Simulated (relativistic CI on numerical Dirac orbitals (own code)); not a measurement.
## Rh¹¹⁺: sensitivity of the levels to the model

Base calculation: Dirac-Coulomb-Breit CI, orbitals from a KLI potential per configuration, model QED (radiative potential, 1s self-energy scaled to tabulated hydrogen-like ionisation energies), unscaled Slater integrals.

Configuration list (outside the closed core [Ar] 3d10): 4s2.4p4, 4s.4p5, 4p6, 4s2.4p3.4d, 4s.4p4.4d, 4s2.4p3.4f, 4s.4p4.4f, 4p5.4d, 4s2.4p3.5s, 4s.4p3.4d2, 4s2.4p3.5p, 4s2.4p2.4d.4f, 4p5.5s, 4p5.4f, 4s.4p4.5s, 4s2.4p3.5d, 4s.4p3.4d.5s, 4s.4p4.5p, 4s2.4p2.4f.5s, 4s2.4p3.6s, 4s2.4p3.5f, 4s2.4p3.6p, 4s2.4p3.5g, 4s.4p4.5d, 4p4.4d.4f, 4s2.4p3.6d, 4s.4p3.5s2, 4s2.4p2.4d2, 4s2.4p.4d3, 4s.4p2.4d3, 4s2.4p.4d2.4f, 4s.4p2.4d2.4f, 4s2.4p.4d2.5s, 4p4.4d2, 4p3.4d3, 4p3.4d2.4f, 4p3.4d2.5s, 4s2.4p2.4f2, 4s2.4p.4d.4f2, 4s.4p2.4d.4f2, 4s2.4p.4f3, 4s.4p2.4f3, 4s2.4p.4f2.5s. Double excitations out of closed p, d and f shells are left out; levels of such configurations are missing from the list, as are those of other unlisted configurations, and high levels can miss mixing partners. These lack a partner that the ground configuration has and come out too high: 4s2.4p3.5p, 4s.4p4.5s, 4s2.4p3.5d, 4s.4p4.5p, 4s2.4p3.6s.

Variants: (1) QED terms removed; (2) only the first 3 configurations. Shifts of the energy above 4s2.4p4 3P_2, in cm⁻¹, for the lowest level and the first level of each name with at least 55 % of one term (blank where a level changes its place among those of its configuration and J or its character, or is not in the variant):

| Level | Base | Δ(1) | Δ(2) |
| --- | --- | --- | --- |
| 4s2.4p4 3P_2 | 0 | 0 | 0 |
| 4s2.4p4 3P_0 | 23514 | -14 | -1759 |
| 4s2.4p4 3P_1 | 34540 | -73 | +264 |
| 4s2.4p4 1D_2 | 52770 | -69 | +2535 |
| 4s2.4p4 1S_0 | 106243 | -113 | -3194 |
| 4s.4p5 3P°_2 | 293727 | +752 | +32614 |
| 4s.4p5 3P°_1 | 313563 | +710 | +35378 |
| 4s.4p5 3P°_0 | 331725 | +667 | +34904 |
| 4s.4p5 1P°_1 | 378120 | +566 | +62743 |
| 4s2.4p3.4d 5D°_0 | 408140 | +48 |  |
| 4s2.4p3.4d 5D°_2 | 408172 | +49 |  |
| 4s2.4p3.4d 5D°_3 | 408535 | +43 |  |
| 4s2.4p3.4d 5D°_1 | 409783 | +41 |  |
| 4s2.4p3.4d 5D°_4 | 413030 | +24 |  |

At this charge energies of transitions that change n are usually good to better than 1 %, and those within a shell (Δn = 0) to a few per cent.

Ionisation energy from the two ground configurations alone: base 251.753 eV. The NIST ASD value (theoretical) is 252.1 eV.

LS names give the leading component of a level, which can be under half, so a name can repeat, a term be missing and a line seem to break the LS rules.
